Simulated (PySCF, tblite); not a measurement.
Calculations on `CNP(C)C(C)=O`, in the order of a workflow; each names the level of the geometry that it ran on. Settings lines and outputs come from a driver script.

Compound: C₄H₁₀NOP.
SMILES with atom numbers: `[CH3:1][NH:2][P:3]([CH3:4])[C:5]([CH3:6])=[O:7]` (hydrogens: H8, H9, H10 on C1; H11 on N2; H12, H13, H14 on C4; H15, H16, H17 on C6)

Step 1: GFN2-xTB geometry optimisation, gas phase (tblite 0.8.0) (from a force-field or distance-geometry start)
```json
{"job": {"kind": "relax", "xc": "GFN2-xTB", "basis": "xTB"}, "charge": 0, "multiplicity": 1}
```
```
step      E/eV     max force
  0    -627.92887    5.195
  1    -628.49767    5.424
  2    -628.90345    2.106
...
136    -630.18026    0.022
137    -630.18041    0.021
138    -630.18050    0.035
139    -630.18056    0.021
140    -630.18059    0.010
```

Energy lowered by 51.9 kcal/mol over 140 steps; largest atomic force 0.010 eV/Å at the end. «max force» is the largest atomic force in eV/Å.

On one thread, Arm Neoverse V2 (aarch64), shared host, this took 0.74 s wall.

Step 2: GFN2-xTB harmonic vibrations, gas phase (tblite 0.8.0) (on the GFN2-xTB geometry)
```json
{"job": {"kind": "ir", "xc": "GFN2-xTB", "basis": "xTB"}, "charge": 0, "multiplicity": 1}
```
```
(table of modes left out)
```

45 modes from 39 to 3258 cm⁻¹ (unscaled, harmonic); zero-point energy 85.3 kcal/mol; all wavenumbers are real at this level.

On one thread of an Arm Neoverse V2, shared host, this took 0.44 s.

Step 3: TDDFT PBE0/def2-SVPD, vertical, gas phase, core orbitals frozen in the response (PySCF 2.14.0, density-fitted response routines) (on the GFN2-xTB geometry)
```json
{"job": {"kind": "uv", "xc": "PBE0", "basis": "def2-SVPD", "nstates": 6, "ntriplets": 2}, "charge": 0, "multiplicity": 1}
```
```
...
Static polarisability (au): isotropic 87.483, principal 74.362 87.457 100.629
Singlet excitations
state   eV       nm        f      main configurations
  1   3.8516    321.9   0.00426   H->L 0.91
  2   4.6602    266.0   0.01667   H-1->L 0.97
  3   5.6908    217.9   0.01733   H-2->L 0.82, H->L+1 0.09
  4   5.9327    209.0   0.00946   H->L+1 0.62, H-1->L+1 0.28
  5   6.1481    201.7   0.06248   H-1->L+1 0.66, H->L+1 0.23
  6   6.3032    196.7   0.02383   H->L+2 0.94
Triplet excitations (Tamm-Dancoff, eV): 3.2395 4.3784
```

HOMO -6.65 eV, LUMO -0.94 eV; lowest singlet 3.85 eV; lowest triplet 3.24 eV (Tamm–Dancoff); mean polarisability 87.5 au.

The run took 1.9 min of wall time (grids of density and orbitals included) on Intel Xeon at 2.50 GHz, one thread, no GPU, shared host with 64 logical CPUs at a one-minute load of 59, and the process peaked at 0.90 GiB of memory.

Geometry of the electronic-property runs (GFN2-xTB):
```
atom  x, y, z in Å
C1    -2.4612   -1.2106   -0.2736
N2    -1.4628   -0.1814   -0.5234
P3    -0.3229    0.1658    0.6834
C4    -0.0026    1.9304    0.1871
C5     1.2333   -0.4865   -0.1528
C6     2.5125   -0.3446    0.6104
O7     1.1382   -1.0141   -1.2336
H8    -2.8274   -1.1025    0.7466
H9    -2.0826   -2.2291   -0.4002
H10   -3.2950   -1.0632   -0.9624
H11   -1.0103   -0.3273   -1.4272
H12    0.8025    2.3557    0.7811
H13    0.2424    1.9941   -0.8723
H14   -0.9172    2.4881    0.3780
H15    2.4859   -1.0582    1.4336
H16    3.3704   -0.5564   -0.0241
H17    2.5897    0.6517    1.0397
```

 (This holds for the electronic-property runs.)

One conformer stands for the species.
